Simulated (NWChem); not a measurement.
**Basis-set dependence for silylarsine (H5AsSi)**

SMILES: [AsH2][SiH3]
```xyz
7

Si     1.5569    -0.2999     0.0000
As    -0.7829     0.2106     0.0000
H      2.1686     0.3168     1.2132
H      2.1686     0.3168    -1.2132
H      1.8473    -1.7633     0.0000
H     -1.0721    -0.8105     1.1036
H     -1.0721    -0.8105    -1.1036
```
Charge 0, spin multiplicity 1.

Program: NWChem. Structure: optimised with B3LYP/def2-SVP, a minimum by its harmonic frequencies.

Hartree-Fock energies in Ha, correlation energies in mHa.

The Hamiltonian is non-relativistic. The correlated methods keep 14 core orbitals frozen. Coupled-cluster values serve here as a point of comparison, not as the truth.

```json
[
 {"basis": "STO-3G", "functions": "32", "RHF": "-2497.79815", "MP2": "-76.5", "SCS-MP2": "-89.9", "CCSD": "-113.2", "CCSD+T(CCSD)": "-113.9", "CCSD(T)": "-113.9", "CR-CCSD[T]": "-113.9", "CR-CCSD(T)": "-113.8"},
 {"basis": "def2-SVP", "functions": "75", "RHF": "-2525.66655", "MP2": "-347.7", "SCS-MP2": "-344.9", "CCSD": "-383.1", "CCSD+T(CCSD)": "-393.7", "CCSD(T)": "-393.1", "CR-CCSD[T]": "-391.4", "CR-CCSD(T)": "-391.0"},
 {"basis": "def2-TZVP", "functions": "115", "RHF": "-2526.04895", "MP2": "-392.3", "SCS-MP2": "-390.1", "CCSD": "not run", "CCSD+T(CCSD)": "not run", "CCSD(T)": "not run", "CR-CCSD[T]": "not run", "CR-CCSD(T)": "not run"}
]
```

From def2-SVP to def2-TZVP the Hartree-Fock energy moves by -382.4 mHa and the MP2 correlation energy by -44.6 mHa, which is 11 % of its value in the larger set.
